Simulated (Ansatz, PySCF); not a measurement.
This PySCF input computes a PBE0/def2-TZVPD energy:

```python
from pyscf import gto, scf, dft

mol = gto.M(
    atom='''
    Be    0.00000000    0.00000000    0.00000000
    F     0.00000000    0.00000000    1.43900728
    F    -0.00000000   -0.00000000   -1.43900728
    ''',
    basis='def2-tzvpd',
    charge=1,
    spin=1,
    symmetry='D2h',
    verbose=4,
)

mf = dft.UKS(mol, xc='pbe0').density_fit(auxbasis='def2-universal-jkfit')
mf.grids.level = 3
mf.conv_tol = 1e-9
mf.max_cycle = 100
mf.max_memory = 1500
mf.kernel()
if not mf.converged:
    mf = mf.newton()
    mf.kernel(mf.make_rdm1())
mf.analyze()
```

Write an input for the same energy in Ansatz (a program for electronic structure) and say what it gives.


Ansatz 0.2 input:
```yaml
crystal:
  periodic: [false, false, false]
  atoms:
    - {symbol: Be, position_ang: [0.00000000, 0.00000000, 0.00000000]}
    - {symbol: F, position_ang: [0.00000000, 0.00000000, 1.43900728]}
    - {symbol: F, position_ang: [-0.00000000, -0.00000000, -1.43900728]}
basis:
  gaussian:
    orbitals: def2-TZVPD
hamiltonian:
  xc: {name: PBE0}
total_charge: 1
magnetization: {spin_polarized: true, initial_magnetization: 1}
output: {forces: true}
```
It gives -213.92578 Eh, and PySCF -213.92580 Eh, a difference of 0.02 mEh, from the treatment of integrals and grids.
